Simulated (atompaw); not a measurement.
# PBE PAW (atompaw) dataset for zirconium (Zr), scalar-relativistic all-electron reference.

zirconium (Zr), PAW, made with atompaw 4.2.0.5 (PBE, scalar-relativistic). Core [Kr], reference 4d2 5s1 5p0 (charge +1). Waves: 5s (bound): rc 3.00 bohr; 5s channel at 4.3 Ry: rc 3.00 bohr; 5p (bound, empty): rc 3.00 bohr; 5p channel at -0.15 Ry: rc 3.00 bohr; 4d (bound): rc 3.00 bohr; 4d channel at -0.05 Ry: rc 3.00 bohr. Local part: bessel scheme, radius 2.25 bohr. Core correction: smooth core density matched at 2.00 bohr. Augmentation charge: sinc compensation charge, radius 2.95 bohr; PAW radius 3.00 bohr; waves and projectors: custom polynom2 7 10 vanderbiltortho.

All-electron outer shells of the reference configuration (PBE, scalar-relativistic, ld1.x):

```
shell  level (eV)  outermost node (bohr)  outermost maximum (bohr)
   4p      -39.14                   0.56                      1.17
   4d       -9.98                   0.58                      1.59
   5s       -9.94                   1.46                      3.00
   5p       -6.26                   1.68                      3.71
```

Results:

```
Cutoffs needed                                           : 12 Ry and 35 Ry (the cutoffs (Ry, on a coarse ladder) from which the occupation-weighted sum of valence levels, in a spherical-Bessel basis at the reference potential, stays within 10 and 1 mRy of its value at 400 Ry)
Ghost test                                               : no extra level below or beside the all-electron valence levels (s, p, d, f tested) (spherical-Bessel basis up to 400 Ry, 20 bohr box)
Lowest eigenvalue of the overlap operator                : 0.72 (s channel)
Overlap eigenvalues printed by atompaw (projector basis) : 1.18, 1.94, 3.45, 7.15, 499, 1.38e+04
Share of each valence orbital outside the PAW sphere     : 5s 61 %, 5p 82 %, 4d 17 %
```

Generation and tests took about 4.3 s on one core of a shared server CPU.
